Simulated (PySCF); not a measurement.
OTi, triplet, geometry from GFN2-xTB (such geometries of metal compounds can be far from the true shape).

Here is a job for PySCF.
```python
from pyscf import gto, scf, dft

mol = gto.Mole()
mol.atom = '''
    Ti   -0.00000000   -0.00000000   -0.44737439
    O     0.00000000    0.00000000    1.23027959
'''
mol.basis = '6-31g*'
mol.spin = 2
mol.verbose = 4
mol.build()

mf = dft.UKS(mol)
mf.xc = 'b3lyp'
mf.kernel()
```

**Question.** What is the computed number of basis functions (PySCF with B3LYP/6-31G*)?

**Answer.** 48

**Question.** Give the nuclear repulsion energy at the level B3LYP/6-31G*.

**Answer.** 55.5151 Eh

**Question.** What HOMO energy does B3LYP/6-31G* give?

**Answer.** -4.88 eV

**Question.** Predict the <S^2> from B3LYP/6-31G*.

**Answer.** 2.018

**Question.** What is the computed total energy (B3LYP/6-31G*)?

**Answer.** -924.6052 Eh

These values belong to the state on which the SCF converged, which isn't shown to be the lowest.
